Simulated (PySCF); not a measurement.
CH₄ClFO₂Si, SMILES CO[Si](O)(F)Cl.

Geometry: PBE0-D3(BJ)/def2-SVP. One conformer was computed; it need not be the lowest.

Vertical ionisation energy (IE) and electron affinity (EA) in eV. Rows of orbital energies are one-electron estimates. Where ΔSCF, EOM or ADC give a negative EA the extra electron is unbound and the value depends on the basis.

```json
[
 {"level": "−ε(HOMO), −ε(LUMO), HF/def2-TZVP (PySCF)", "IE": "12.85", "EA": "-3.36"},
 {"level": "−ε(HOMO), −ε(LUMO), PBE/def2-TZVP (PySCF)", "IE": "7.33", "EA": "0.55"}
]
```
